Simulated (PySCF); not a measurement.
**How methods differ on the excitation energy of Ti+**

Ti+ [Ar] 3d2 4s1 (4F) → Ti+ [Ar] 3d2 4p1 (high-spin determinant), as a difference of total energies. Calculation: PySCF 2.14, in aug-cc-pVDZ; the non-relativistic Hamiltonian (point nucleus). Correlated levels: valence: [Ar] frozen. The calculations carry no spin-orbit coupling.

```json
{"method": "UHF", "excitation energy (cm⁻¹)": "28620"}
{"method": "MP2 (valence)", "excitation energy (cm⁻¹)": "29011"}
{"method": "SCS-MP2 (valence)", "excitation energy (cm⁻¹)": "28751"}
{"method": "CCSD (valence)", "excitation energy (cm⁻¹)": "28735"}
{"method": "CCSD(T) (valence)", "excitation energy (cm⁻¹)": "28645"}
```

The coupled-cluster amplitudes are large for the upper state (T1 above 0.03 or a double amplitude above 0.15), so a single reference is strained.

The determinant of the upper state mixes LS terms, which raises its energy above the lowest term, most at the Hartree-Fock and MP2 levels.
